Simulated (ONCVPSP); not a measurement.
# What the settings do to the ONCV potential of Pd

Base potential:

- Element: palladium (Pd)
- Generator: ONCVPSP 4.0.1
- Type: optimised norm-conserving Vanderbilt (ONCV)
- Functional: PBE
- Relativity: fully relativistic
- Frozen core: [Ar] 3d10
- Valence charge: 18
- Reference configuration: 4s2 4p6 4d9.75 (charge +0.25)
- Partial waves: 4s: rc 0.95 bohr, ncon 5, nbas 9, qcut 5.6 1/bohr, 1 projector; 4p: rc 1.25 bohr, ncon 4, nbas 8, qcut 13.1 1/bohr, 2 projectors, debl 1.1 Ha; 4d: rc 1.25 bohr, ncon 5, nbas 10, qcut 6.6 1/bohr, 2 projectors, debl 2.4 Ha
- Local potential: polynomial inside 0.70 bohr (lpopt 5, dvloc0 0 Ha)
- Core correction: Teter function fitted to the true core (icmod 2), fcfact 0.2

Open shells are filled in proportion to 2j + 1.

In the p channel the program set the typed energies aside and used -1.923, 0.250 Ha (j = l + 1/2; the other j can differ).

Cutoffs, loose and tight: the cutoffs (Ha) at which the residual kinetic energy of the hardest occupied pseudo-wave falls to 1 and 0.1 mHa per electron. They do not see the model core or the augmentation charge, which bear on the density cutoff. Test errors are all-electron minus pseudo excitation energies from the reference, over the configurations 4s2 4p6 4d10; 4s2 4p6 4d9; 4s2 4p6 4d8; 4s1 4p6 4d10. A dash means not determined; rows that change the core or the reference have their own tests.

A true bound ghost makes a file unfit for plane-wave use even where its test errors are small: the radial tests pick states by their node count and pass the ghost by.

| change | outcome | cutoff, loose | cutoff, tight | bound ghosts | GHOST(+) flags above zero | largest test error (meV) |
| --- | --- | --- | --- | --- | --- | --- |
| base | generated, projector energies reset by the program | 221 Ha | 256 Ha | s | p1/2 | -33 |
| all radii but the core radius scaled by about 0.79 (s 0.76, p 0.98, d 0.98 bohr); local potential polynomial inside 0.56 bohr (lpopt 5, dvloc0 0 Ha) | generated, projector energies reset by the program | 405 Ha | 447 Ha | s | p3/2, d5/2, p1/2, d3/2 | -19 |
| all radii but the core radius scaled by about 0.88 (s 0.84, p 1.10, d 1.10 bohr); local potential polynomial inside 0.62 bohr (lpopt 5, dvloc0 0 Ha) | generated, projector energies reset by the program | 200 Ha | 324 Ha | s | p3/2, p1/2 | -22 |
| all radii but the core radius scaled by about 0.94 (s 0.90, p 1.18, d 1.18 bohr); local potential polynomial inside 0.66 bohr (lpopt 5, dvloc0 0 Ha) | generated, projector energies reset by the program | 215 Ha | 259 Ha | s | p3/2, p1/2 | -26 |
| all radii but the core radius scaled by about 1.04 (s 0.98, p 1.30, d 1.30 bohr); local potential polynomial inside 0.72 bohr (lpopt 5, dvloc0 0 Ha) | generated, projector energies reset by the program | 215 Ha | 245 Ha | s | p3/2 | -40 |
| all radii but the core radius scaled by about 1.14 (s 1.08, p 1.42, d 1.42 bohr); local potential polynomial inside 0.80 bohr (lpopt 5, dvloc0 0 Ha) | generated, projector energies reset by the program | 185 Ha | 208 Ha | s | d5/2, d3/2 | -80 |
| all radii but the core radius scaled by about 1.30 (s 1.24, p 1.62, d 1.62 bohr); local potential polynomial inside 0.92 bohr (lpopt 5, dvloc0 0 Ha) | generated, projector energies reset by the program | 138 Ha | 157 Ha | s, p3/2 | none | -35 |

Task: What comes out with this change to the base: all radii but the core radius scaled by about 1.20 (s 1.14, p 1.50, d 1.50 bohr); local potential polynomial inside 0.84 bohr (lpopt 5, dvloc0 0 Ha)?

Result: outcome: generated, projector energies reset by the program; cutoff, loose: 166 Ha; cutoff, tight: 187 Ha; bound ghosts: s; GHOST(+) flags above zero: d5/2, d3/2; largest test error (meV): -161.

Reading the sweep of the scale of all radii but the core radius (base = 1) (base included, trends over the rows without a ghost): Bound ghosts are found at 0.79, 0.88, 0.94, 1, 1.04, 1.14, 1.2, 1.3. Every judged row has one, so this setting neither creates nor removes them.
